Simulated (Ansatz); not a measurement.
C3H9NSi can be A, `C[Si]N(C)C`, or B, `CC(C)=N[SiH3]`.

Program: Ansatz. Geometries: PBE0-D4/def2-TZVP. ΔE: electronic, gas phase. CCSD(T)/CBS is the MP2 limit (def2-TZVPP, def2-QZVPP) plus CCSD(T) − MP2 in def2-TZVPP, frozen cores. Functionals use def2-TZVPP. B3LYP here is the variant with VWN-RPA as its local correlation; programs differ in this. Each species was taken in one conformer, which may not be the lowest.

A:

Z-matrix (Å, degrees):
```
C
Si 1 1.908
H 1 1.093 2 109.3
H 1 1.096 2 112.2 3 119.2
H 1 1.096 2 112.3 3 -119.3
N 2 1.719 1 101.5 3 179.9
C 6 1.449 2 118.4 1 180.0
C 6 1.444 2 129.9 1 0.0
H 7 1.097 6 111.1 2 -120.0
H 7 1.092 6 109.9 2 0.0
H 7 1.097 6 111.1 2 120.1
H 8 1.097 6 110.8 2 -120.5
H 8 1.088 6 111.2 2 -0.0
H 8 1.097 6 110.8 2 120.5
```

B:

Z-matrix (Å, degrees):
```
C
C 1 1.498
H 1 1.088 2 110.6
H 1 1.095 2 110.1 3 121.5
H 1 1.095 2 110.1 3 -121.5
C 2 1.509 1 115.9 3 -179.9
N 2 1.267 1 120.1 3 0.2
H 6 1.094 2 109.8 1 -121.5
H 6 1.090 2 112.8 1 -0.2
H 6 1.094 2 109.8 1 121.0
Si 7 1.733 2 126.7 1 179.8
H 11 1.493 7 111.4 2 -62.8
H 11 1.482 7 108.6 2 177.7
H 11 1.493 7 111.9 2 58.0
```

(1) Which isomer does CCSD(T)/CBS put lower? Give the gap. (An estimate is asked.)

(2) Give E(B) − E(A) in kJ/mol with r2SCAN-D4, PBE-D4, ωB97M-V, MP2/def2-TZVPP, B3LYP-D4, CCSD/def2-TZVPP, B2PLYP. (Estimate.)

Largest T1 diagnostic: 0.014.

## Answers

(1) Ansatz gave: B, by 38.4 kJ/mol.

(2) Ansatz gave: r2SCAN-D4 -48.6, PBE-D4 -30.7, ωB97M-V -34.2, MP2/def2-TZVPP -41.5, B3LYP-D4 -41.3, CCSD/def2-TZVPP -39.3, B2PLYP -44.5. None reverses the order clearly.

From PBE to PBE0 (25 % exact exchange), in def2-TZVPP and without D4, E(B) − E(A) moves by −3.9 kJ/mol. The D4 term adds +3.2 kJ/mol with B3LYP and +1.5 kJ/mol with PBE0; it sums over pairs of atoms, weighted by their polarisabilities, and B3LYP, whose exchange is more repulsive, gets the larger term.
